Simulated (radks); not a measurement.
Q: All-electron atom: Sc in [Ar] 3d1 4s1.5 4p0.5 (fractional occupations, a model configuration). Calculated with a radial shooting solver on a logarithmic mesh with Libxc functionals: Dirac Kohn-Sham, PBE, spin-unpolarised, spherical densities, point nucleus; open shells fill j = l - 1/2 first. Some entries of the table are withheld. Estimate them.

orbital,occ.,eigenvalue (hartree),r(max) (bohr),<r> (bohr)
1s1/2,2,-161.5955,(1),0.07304
2s1/2,2,-17.45071,0.2836,0.3433
2p1/2,2,-14.40159,0.2309,0.3059
2p3/2,4,-14.23101,0.2330,0.3085
3s1/2,2,-2.04587,0.9269,1.075
3p1/2,2,-1.27144,0.9644,(2)
3p3/2,4,-1.25270,0.9706,(3)
4s1/2,1.5,-0.16676,3.097,(4)
3d3/2,1,-0.14037,1.094,1.826
3d5/2,0,-0.13924,1.097,1.832
4p1/2,0.5,-0.06523,3.978,(5)
4p3/2,0,-0.06437,4.001,(6)

A: 
(1) 1s1/2 r(max) (bohr): 0.04780
(2) 3p1/2 <r> (bohr): 1.163
(3) 3p3/2 <r> (bohr): 1.171
(4) 4s1/2 <r> (bohr): 3.684
(5) 4p1/2 <r> (bohr): 4.949
(6) 4p3/2 <r> (bohr): 4.979
